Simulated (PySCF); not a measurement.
`N#CCCCCBr`, C₅H₈BrN

Molfile (atoms numbered from 1):
```
C5H8BrN
     RDKit          3D

 15 14  0  0  0  0  0  0  0  0999 V2000
    2.7895    1.7672    1.5335 N   0  0  0  0  0  0  0  0  0  0  0  0
    2.3879    0.7985    1.0436 C   0  0  0  0  0  0  0  0  0  0  0  0
    1.8442   -0.3988    0.4106 C   0  0  0  0  0  0  0  0  0  0  0  0
    0.5749   -0.1224   -0.3975 C   0  0  0  0  0  0  0  0  0  0  0  0
   -0.5732    0.4014    0.4511 C   0  0  0  0  0  0  0  0  0  0  0  0
   -1.8323    0.7082   -0.3276 C   0  0  0  0  0  0  0  0  0  0  0  0
   -2.6226   -0.8803   -1.1396 Br  0  0  0  0  0  0  0  0  0  0  0  0
    2.6259   -0.8299   -0.2346 H   0  0  0  0  0  0  0  0  0  0  0  0
    1.6445   -1.1419    1.2008 H   0  0  0  0  0  0  0  0  0  0  0  0
    0.2715   -1.0582   -0.8921 H   0  0  0  0  0  0  0  0  0  0  0  0
    0.8042    0.5977   -1.2006 H   0  0  0  0  0  0  0  0  0  0  0  0
   -0.8061   -0.3167    1.2555 H   0  0  0  0  0  0  0  0  0  0  0  0
   -0.2663    1.3383    0.9504 H   0  0  0  0  0  0  0  0  0  0  0  0
   -1.6454    1.4043   -1.1566 H   0  0  0  0  0  0  0  0  0  0  0  0
   -2.6144    1.1280    0.3168 H   0  0  0  0  0  0  0  0  0  0  0  0
  1  2  3  0
  2  3  1  0
  3  4  1  0
  4  5  1  0
  5  6  1  0
  6  7  1  0
  3  8  1  0
  3  9  1  0
  4 10  1  0
  4 11  1  0
  5 12  1  0
  5 13  1  0
  6 14  1  0
  6 15  1  0
M  END
```

Method used: PySCF, TDDFT CAM-B3LYP/aug-cc-pVDZ excited states, vertical, gas phase. Geometry: PBE0-D3(BJ)/def2-SVP.

The calculation is non-relativistic, which matters for the atoms heavier than Zn.

(1) How strongly do the lowest singlets absorb one photon, and two photons of half the energy?

## Answers

(1) δ for parallel linear polarisation; σ at the peak of a Lorentzian of half width 0.1 eV, single beam; Ω is circular over linear.
| state | E (eV) | f | photon λ (nm) | δ (au) | σ (GM) | Ω | main |
| --- | --- | --- | --- | --- | --- | --- | --- |
| S1 | 6.19 | 0.002 | 400 | 2.88 | 0.04 | 1.34 | HOMO→LUMO+1 0.38, HOMO→LUMO+3 0.33 |
| S2 | 6.29 | 0.002 | 394 | 7.51 | 0.11 | 0.97 | HOMO−1→LUMO+1 0.39, HOMO−1→LUMO+3 0.33 |
| S3 | 7.12 | 0.038 | 348 | 29.2 | 0.54 | 1.46 | HOMO→LUMO 0.48, HOMO→LUMO+3 0.34 |
| S4 | 7.23 | 0.062 | 343 | 31.5 | 0.60 | 0.99 | HOMO−1→LUMO 0.49, HOMO−1→LUMO+3 0.34 |
| S5 | 7.59 | 0.000 | 326 | 0.32 | 0.01 | 1.24 | HOMO−3→LUMO+9 0.15, HOMO−2→LUMO+9 0.15 |
| S6 | 7.76 | 0.003 | 320 | 31.5 | 0.69 | 1.27 | HOMO→LUMO+1 0.36, HOMO→LUMO 0.21 |

Among these, the strongest one-photon state is S4, the strongest two-photon state S6, with a dipole change of 7.9 D (relaxed, norm of the difference vector).
